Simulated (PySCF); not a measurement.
# Gas-phase XPS of `[CH3][Al-]([CH3])([CH3])[P+](C)(C)C`, computed

Compound: C₆H₁₈AlP.
Numbering: `[CH3:1][Al-:2]([CH3:3])([CH3:4])[P+:5]([CH3:6])([CH3:7])[CH3:8]`

Theory: delta-SCF UKS SCAN, pcX-2 on the ionised atom, pcseg-1 elsewhere, spin-free X2C in PySCF 2.14.0. Vertical ΔSCF values, vacuum level as zero.

Question: List the computed XPS lines with their assignment.

Answer: 
```tsv
atom(s)	environment	level	binding energy (eV)	2p1/2 (eV)	above the level's lowest (eV)	count
P5	phosphorus bonded to Al and 3 C	P 2p3/2	136.82	137.71	0.00	1
C1/C3/C4	methyl carbon	C 1s	288.56	–	0.00	3
C6/C7/C8	sp3 carbon bound to phosphorus	C 1s	291.00	–	+2.44	3
Al2	aluminium bonded to 3 C and P	Al 1s	1564.15	–	0.00	1
P5	phosphorus bonded to Al and 3 C	P 1s	2150.44	–	0.00	1
```

The listed C 1s values span 2.44 eV, from C1/C3/C4 (bonded to 3 H and Al) to C6/C7/C8 (bonded to 3 H and P). Summing the Pauling electronegativity differences to the bonded atoms, each weighted by its formal bond order, gives -1.99 for the lowest site and -1.41 for the highest.

Question: What is the longest wavelength that can ionise P 1s of P5 vertically?

Answer: λ = hc/E = 12398.42 eV Å / 2150.44 eV = 5.766 Å.

Question: Give the binding energy of P 1s of P5 in hartree and in kJ/mol.

Answer: 2150.44 eV = 79.0272 Eh = 207486 kJ/mol.

Topologically equivalent atoms share the value of their first member; where this conformer doesn't relate them by symmetry, their own values could differ. The 2p values aren't plain energy differences: one relaxed spin-free 2p hole is combined with a matrix within the shell (ground-state 2p orbital-energy differences and spin–orbit coupling). 2p3/2, the mean of its two sublevels, lies a third of the splitting below the shell's mean and 2p1/2 two thirds above it; the statistical areas are 2:1. 2p1/2 minus 2p3/2 (ligand field included): P 0.89 eV. Geometry: PBE0-D3(BJ)/def2-SVP; no solvent, vibrations or thermal averaging.

Conformer computed: `[CH3:1][Al-:2]([CH3:3])([CH3:4])[P+:5]([CH3:6])([CH3:7])[CH3:8]`: C1–Al2–P5–C6 177°.
